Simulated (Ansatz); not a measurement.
The same group exchange along the group F, Cl, Br.

Calculated with Ansatz (gas phase, PBE0-D4/def2-TZVP geometries, no zero-point term in ΔE). CBS: MP2 limit from def2 TZ/QZ plus the TZ coupled-cluster correction, frozen cores. This one scheme is used for every species. Functionals use def2-TZVPP. For Br outer-core shells are correlated without core-valence functions, which leaves a few kJ/mol of doubt a bond. Scalar relativity is left out up to krypton. One conformer a species, not always the lowest.

```tsv
reaction	ωB97M-V (eV)	revPBE-D4 (eV)	HF/CBS(def2) (eV)
`N=C(F)C=O` + `NC=O` → `NC(=O)C=O` + `N=CF`	-0.11	-0.07	-0.08
`N=C(Cl)C=O` + `NC=O` → `NC(=O)C=O` + `N=CCl`	-0.01	0.06	-0.03
`N=C(Br)C=O` + `NC=O` → `NC(=O)C=O` + `N=CBr`	0.02	0.10	-0.01
```

(1) Give the CCSD(T)/CBS values in the same order. (Estimate.)

Largest T1 diagnostic: 0.016, for `NC(=O)C=O`.

Answers

(1) Ansatz gave: -0.11, 0.01, 0.05 eV.
